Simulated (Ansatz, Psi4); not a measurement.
Species: dioxosilane, SiO$_{2}$, charge 0, multiplicity 1. SMILES: O=[Si]=O
Geometry from a B3LYP-D3(BJ)/def2-TZVP (Ansatz, a quantum-chemistry and plane-wave program) optimisation:
```xyz
3

O      0.0000     0.0000    -1.5101
Si     0.0000     0.0000     0.0000
O      0.0000     0.0000     1.5101
```
Charge 0, spin multiplicity 1.

PBE/6-31G* beside other levels, property by property. Terms: non-relativistic; dispersion terms only where a functional's name holds one; six Cartesian d functions in 6-31G* and its kin unless marked 5d; open shells spin-unrestricted; frozen cores in correlated levels; atomisation electronic, to ground-state atoms; no spin-orbit coupling; each state is the SCF solution reached for its charge and spin. CBS marks a two-point X^-3 extrapolation of the correlation energy; Hartree-Fock from the larger set. The bracket is a focal-point correction in the basis named. First-principles rows: single points at B3LYP-D3(BJ) geometries (Ansatz), with unscaled harmonic terms from B3LYP/6-31G* (Ansatz) at its own minima, enthalpies of formation by atomisation with measured atoms. Anions need diffuse functions, which STO-3G, LANL2DZ, def2-SVP, cc-pVDZ and Pople sets without + lack.

Coupled cluster (Ansatz) is a level with limits of its own, used here on species with T1 under 0.025 (0.045 for open shells) and stable references: (a) RI-MP2/CBS(aug-cc-pV(T+d)Z,aug-cc-pV(Q+d)Z)+[CCSD(T)-MP2]/aug-cc-pV(T+d)Z; (b) CCSD(T)/CBS(aug-cc-pV(T+d)Z,aug-cc-pV(Q+d)Z).

| property | PBE/6-31G* (Ansatz) | wB97X-D/6-31G* (Psi4) | PBE/def2-TZVPD (Ansatz) | B3LYP/def2-TZVPD (Ansatz) | to compare with |
|---|---|---|---|---|---|
| vertical electron affinity to the doublet (eV) | 0.81 | 0.86 | 1.54 | 1.60 | 1.48 coupled cluster (a) |
| atomisation energy (kcal/mol) | 295.3 | 273.0 | 308.9 | 288.8 | 297.5 coupled cluster (b) |
| enthalpy of formation at 298 K (kcal/mol) | -66.7 | -44.4 | -80.2 | -60.1 | -68.9 coupled cluster (b) |

As the rows show:
- vertical electron affinity to the doublet: PBE/6-31G* lies 0.67 eV below coupled cluster.
- atomisation energy: PBE/6-31G* lies 2.2 kcal/mol below coupled cluster.
- enthalpy of formation at 298 K: PBE/6-31G* lies 2.2 kcal/mol above coupled cluster.

The properties are those with a value to compare with, at most eight drawn at random. No case is left out for the size of its miss. Left out are saddle points of the reference geometry, anions that the best level run finds unbound, excited spin states, species near biochemistry, 298 K rows of species without real B3LYP wavenumbers, cases with under five habitual levels, runs that failed or that the program found above a lower state of the same kind, table entries that another table contradicts, and a share of species set aside by lot.
